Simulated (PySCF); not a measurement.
**Polarisability and C₆ of N³⁺ (nitrogen, charge +3)**

[He] 2s2, closed-shell 1S. All numbers are calculated (PySCF 2.14, no relativity, point nucleus, in aug-cc-pVQZ with one added diffuse shell each of s, p, d, f, g type (7s6p5d4f3g, 105 functions)). Coupled (time-dependent) response in atomic units; α is the mean over directions.

```
method  mean α (bohr³)  C₆ (like pair)  S(−4)
   UHF           2.238           2.258  7.111
   PBE           2.098           2.072  6.158
  PBE0           2.127           2.113  6.343
  BLYP           2.127           2.097  6.467
  PW91           2.109           2.083  6.260
```

S(−4) is the Cauchy moment in α(ω) = α(0) + S(−4) ω² + …

α(iu) at PW91:

```tsv
u (hartree)	α(iu) (bohr³)
0	2.109
0.0500	2.093
0.100	2.048
0.200	1.887
0.300	1.672
0.500	1.240
0.750	0.8484
1.00	0.6082
1.50	0.3603
2.00	0.2428
3.00	0.1352
5.00	0.06198
```

A single London oscillator, α(iu) = α/(1 + u²/ω²), gives C₆ = (3/4) ω α². Matching the computed C₆ needs ω = 4 × 2.083 / (3 × 2.109²) = 0.624 hartree.

For an ion, C₆ is the dispersion term alone; charge-induced terms of lower order in 1/R come first.
